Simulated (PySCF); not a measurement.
Mapped SMILES: `[O:1]=[C:2]1[CH2:3][CH2:4][CH2:5][CH2:6][CH2:7]1` (H(Xn): hydrogen on atom n).

GIAO PBE0/pcSseg-1 shifts (PySCF, gas phase, non-relativistic, equivalent atoms averaged), each against references optimised in the same way as the molecule (H2O, TMS).

On the GFN2-xTB geometry: O1 678.9, C2 213.6, C3/C7 45.6, C4/C6 32.3, C5 29.8, H(C3)/H(C7) 2.28, H(C4)/H(C6) 1.87, H(C5) 1.68 ppm.

Task: What changes on the PBE0-D3(BJ)/def2-SVP geometry?

Result: 
| atoms | δ (ppm) | change |
| --- | --- | --- |
| O1 | 684.2 | +5.3 |
| C2 | 211.5 | -2.1 |
| C3/C7 | 44.0 | -1.6 |
| C4/C6 | 29.5 | -2.8 |
| C5 | 27.6 | -2.2 |
| H(C3)/H(C7) | 2.12 | -0.16 |
| H(C4)/H(C6) | 1.71 | -0.16 |
| H(C5) | 1.55 | -0.13 |

Bonds between heavy atoms that differ most (equivalent bonds averaged): C2–C3 1.511 → 1.515 Å, O1–C2 1.205 → 1.207 Å. Mean change of bonds to hydrogen: C–H +0.011 Å.
